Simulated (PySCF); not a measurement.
## Fe(24+) (iron, charge +24): Hartree-Fock from Schrödinger to Dirac-Coulomb-Breit

Occupied: 1s1/2. Hartree-Fock calculated with PySCF 2.14 in an uncontracted even-tempered set (19 s from 2.3 bohr⁻², ratio 2.3; 13 p from 2.8 bohr⁻², ratio 2.3), Gaussian nucleus throughout. NR is non-relativistic, sf-X2C the spin-free one-electron X2C Hamiltonian, X2C adds the bare one-electron spin-orbit term, X2C-SNSO screens it by Boettger's factors, DC is four-component Dirac-Coulomb, and the Gaunt and Breit terms are added at first order (total energies over the DC spinors, levels after relaxing the spinors in that mean field). QED terms are absent. Levels marked empty are virtual spinors of this ion.

| level (eV) | NR | sf-X2C | X2C | X2C-SNSO |
| --- | --- | --- | --- | --- |
| 1s1/2 | -8759.8 | -8835.2 | -8835.2 | -8835.2 |
| 2s1/2 (empty) | -2024.6 | -2046.3 | -2046.3 | -2046.3 |
| 2p1/2 (empty) | -1977.7 | -1986.6 | -1998.5 | -1998.1 |
| 2p3/2 (empty) | -1977.7 | -1986.6 | -1980.9 | -1981.1 |
| 3s1/2 (empty) | -888.94 | -896.48 | -896.48 | -896.48 |

Problem. Where do the four-component calculations put these levels?

Solution. 1s1/2: DC -8838.2, DC+Gaunt -8832.1, DC+Breit -8832.1; 2s1/2 (empty): DC -2046.6, DC+Gaunt -2046.0, DC+Breit -2046.1; 2p1/2 (empty): DC -1997.8, DC+Gaunt -1996.6, DC+Breit -1996.8; 2p3/2 (empty): DC -1981.3, DC+Gaunt -1980.7, DC+Breit -1980.9; 3s1/2 (empty): DC -896.56, DC+Gaunt -896.38, DC+Breit -896.41 (eV).

```json
{"Hamiltonian": "NR", "E (hartree)": "-659.8578", "E − E(DC) (hartree)": "5.9777", "CPU seconds": "0.32"}
{"Hamiltonian": "sf-X2C", "E (hartree)": "-665.7232", "E − E(DC) (hartree)": "0.1123", "CPU seconds": "0.19"}
{"Hamiltonian": "X2C", "E (hartree)": "-665.7232", "E − E(DC) (hartree)": "0.1123", "CPU seconds": "0.19"}
{"Hamiltonian": "X2C-SNSO", "E (hartree)": "-665.7232", "E − E(DC) (hartree)": "0.1123", "CPU seconds": "0.19"}
{"Hamiltonian": "DC", "E (hartree)": "-665.8355", "E − E(DC) (hartree)": "0.0000", "CPU seconds": "3.1"}
{"Hamiltonian": "DC+Gaunt", "E (hartree)": "-665.6075", "E − E(DC) (hartree)": "0.2280", "CPU seconds": "5.3"}
{"Hamiltonian": "DC+Breit", "E (hartree)": "-665.6075", "E − E(DC) (hartree)": "0.2280", "CPU seconds": "44"}
```

Weight of the small component: 1s1/2 0.00886, 2s1/2 0.00202, 2p1/2 0.00199, 2p3/2 0.00198, 3s1/2 0.000882.

Koopmans' value for the highest occupied level at DC+Breit: 8832.1 eV, against an ionisation energy of 8828.2 eV (theoretical estimate listed by NIST; NIST Atomic Spectra Database, ionization energies); the former lacks relaxation, correlation, QED and recoil.

The whole ladder took 54 s of wall time on 1 thread of Neoverse-V1 (shared host), launched as `OMP_NUM_THREADS=1 python relrun2.py TASK.json OUT` (a driver that calls PySCF for each Hamiltonian).

Dirac-Coulomb iterations, started from the X2C spinors:

```
with_ssss True, with_gaunt False, with_breit False
light speed = 137.03599967994
init E= -665.195806600827
cycle= 1 E= -665.835510868789  delta_E= -0.64  |g|= 0.141  |ddm|= 0.01
cycle= 2 E= -665.83551446558  delta_E= -3.6e-06  |g|= 0.000439  |ddm|= 8.09e-05
cycle= 3 E= -665.835514465686  delta_E= -1.06e-10  |g|= 2.14e-06  |ddm|= 1.22e-06
```
